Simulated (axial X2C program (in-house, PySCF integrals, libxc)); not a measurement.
Potential curves of PSe⁺, 2c

Calculated with an axial X2C code built on PySCF integrals. Two-component (2c) means X2C with spin–orbit coupling and atomic mean-field two-electron Coulomb and Gaunt terms. Basis: Se dyall-cv3z [8s9p6d4f1g], P dyall-v3z [8s7p2d1f] (cores contracted in-house); Gaussian nuclei, density fitting, unrestricted open shells. Masses: Se 79.917 u, P 30.974 u.

State: Ω = 0 (closed shell). Energies in kJ/mol from the fragments at the same level (Se+ + P). Fits are polynomials in 1 − R0/R over 0.85 to 1.23 times the lowest point R0.

```
 R (Å)      M06     PBE0
1.7043  -384.43  -356.84
1.7827  -483.11  -455.57
1.8415  -525.35  -497.75
1.9002  -546.99  -519.23
1.9590  -552.67  -524.69
2.0276  -544.02  -515.71
2.0961  -523.24  -494.59
2.1843  -484.26  -455.14
2.2920  -425.30  -395.58
2.4487  -330.32  -299.45
```

One determinant describes the state; a PBE0 search over occupations chose it and may have missed a lower one. Closed shells are restricted here (equal orbitals for both partners); the stretched side of such a curve lies too high. Dissociation energies refer to the lowest single-determinant-based atoms at the same level and basis.

(1) Fit the M06 curve near its minimum: give the equilibrium distance, the harmonic wavenumber and the well depth.

(2) Fit the PBE0 curve near its minimum: give the equilibrium distance, the harmonic wavenumber and the well depth.

## Answers

(1) At M06, 2c: Re = 1.954 Å, ωe ≈ 675 cm⁻¹, De = 5.73 eV to Se+ + P; Be follows as 0.198 cm⁻¹.

(2) At PBE0, 2c: Re = 1.953 Å, ωe ≈ 678 cm⁻¹, De = 5.44 eV to Se+ + P; Be follows as 0.198 cm⁻¹.
